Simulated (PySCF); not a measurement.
C3H8FNSi, SMILES [SiH3][C@H](/N=C/C)F.

Geometry: ωB97X-D3(BJ)/def2-SVP. The structure was generated by enumeration; whether it is a known compound was not checked. One conformer was computed; it need not be the lowest.

Calculation: SMD-ωB97X/6-31G* (PySCF).

Solvation free energies are E(SMD) − E(gas) at the gas-phase geometry, for 1 M in both phases. In vacuum the dipole moment is 0.90 D.

Task: Estimate the solvation free energies in water, dimethylsulfoxide, n-hexane. (The exact figures need the calculation; the answer reports its results.)

Result: 
```csv
solvent,ΔG(solv) (kcal/mol),its non-electrostatic (CDS) part,dipole (D)
water,-0.8,3.4,1.17
dimethylsulfoxide,-2.3,1.9,1.17
n-hexane,-2.4,-0.9,1.01
```
